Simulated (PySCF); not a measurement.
## Calculated data, AlFH3OSi, Al2H4N

Computed with PySCF 2.14.0. Calculation on a computer-drawn molecule: optimised geometry and harmonic frequencies of an isolated molecule of the commonest isotopes, restricted reference for singlets and unrestricted otherwise, frozen core in MP2.

Common to all runs: charge 1; multiplicity 1; basis cc-pV(D+d)Z.

(1) AlFH3OSi

Start structure:
```xyz
7
AlFH3OSi
F     -0.0261     2.9270    -5.0438
Al    -0.6376     2.5156    -3.5887
O      0.3197     1.1883    -2.9309
Si     1.2875     0.0399    -2.5541
H     -1.8220     3.0625    -2.7714
H      0.9529    -1.3255    -2.9354
H      2.5014     0.3486    -1.8105
```

Settings of this run: method MP2.

Results for AlFH3OSi: rotational constants 15.1, 1.938, 1.757 GHz; total energy -707.3137 hartree; convergence status largest gradient component 3.272e-05 hartree/bohr.

Drawn bonds:
```csv
atom,other atom,order
1,2,1
2,3,1
3,4,1
2,5,1
4,6,1
4,7,1
```

Optimised structure:
```xyz
7
AlFH3OSi
F     -0.0447     2.9722    -5.0853
Al    -0.6495     2.5416    -3.6110
O      0.3297     1.1897    -2.9468
Si     1.2987     0.0225    -2.5435
H     -1.8229     3.0469    -2.7471
H      0.9536    -1.3499    -2.9160
H      2.5109     0.3335    -1.7851
```

Modes:
```csv
frequency (cm⁻¹),reduced mass (dalton)
74.79,7.931
79.47,1.547
119.7,1.895
270.5,12.62
474.6,7.452
480.9,1.315
620.6,1.139
710.5,1.224
761.9,1.17
874.5,14.71
998.3,1.067
1174,15.88
2128,1.047
2375,1.027
2430,1.062
```

(2) Al2H4N

Start structure:
```xyz
7
Al2H4N
N      3.6682     0.8496     0.0779
Al     1.9164     0.9538    -0.4148
Al    -0.5694     1.1497    -1.1446
H      4.0886     1.3725     0.8584
H      4.2742     0.1645    -0.2666
H     -1.3904     2.2582    -0.4217
H     -1.1147     0.2170    -2.2643
```

Settings of this run: method HF.

It finds rotational constants 91.29, 2.153, 2.104 GHz; total energy -540.4063 hartree; convergence status largest gradient component 3.165e-05 hartree/bohr.

Drawn bonds:
```csv
atom,other atom,order
1,2,1
2,3,1
1,4,1
1,5,1
3,6,1
3,7,1
```

Optimised structure:
```xyz
7
Al2H4N
N      3.5992     0.8194     0.0941
Al     1.9495     0.9610    -0.3934
Al    -0.6256     1.1819    -1.1547
H      4.0517     1.3699     0.8065
H      4.2716     0.1729    -0.2869
H     -1.3756     2.2980    -0.3713
H     -0.9978     0.1621    -2.2699
```

Modes:
```csv
frequency (cm⁻¹),reduced mass (dalton)
67.61,1.008
114,3.646
121.1,6.383
274,11.07
410.6,1.125
551.5,1.221
572.9,1.138
642,1.241
749,1.055
932,7.155
1654,1.103
2076,1.017
2114,1.069
3733,1.053
3808,1.092
```
